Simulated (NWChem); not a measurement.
Species: SiH$_{2}$BrCl; SMILES Cl[SiH2]Br

```xyz
5

Si    -0.8376     0.5837     0.0000
Cl     0.5040     2.1433     0.0000
Br     0.2307    -1.3566     0.0000
H     -1.6587     0.6628     1.2331
H     -1.6587     0.6628    -1.2331
```
Atoms are numbered in this order, from 1.

Program: NWChem. Geometry optimised at PBE0/def2-SVP; all other runs use it. This build's default masses of Se (78.918 u) and Br (79.917 u) are each other's, which moves their modes by up to 0.6 %.

```json
[
 {"quantity": "vertical, lowest excitation, singlet (eV)", "level": "B3LYP/def2-SVPD, TDA", "value": "(withheld)"},
 {"quantity": "−ε(HOMO) (eV)", "level": "B3LYP/def2-SVP", "value": "8.27"},
 {"quantity": "cavity-dispersion-structure term (kcal/mol) in n-hexane", "level": "PBE0/def2-SVP, SMD", "value": "-2.9"},
 {"quantity": "anisotropy (bohr³), static", "level": "B3LYP/def2-SVPD", "value": "(withheld)"},
 {"quantity": "dipole (D)", "level": "PBE0/def2-SVP", "value": "(withheld)"},
 {"quantity": "highest harmonic frequency (cm⁻¹)", "level": "PBE0/def2-SVP", "value": "2293"}
]
```

### Question
Fill in the missing entries.

### Answer

- vertical, lowest excitation, singlet (eV), value: 6.48
- anisotropy (bohr³), static, value: 20.4
- dipole (D), value: 1.28
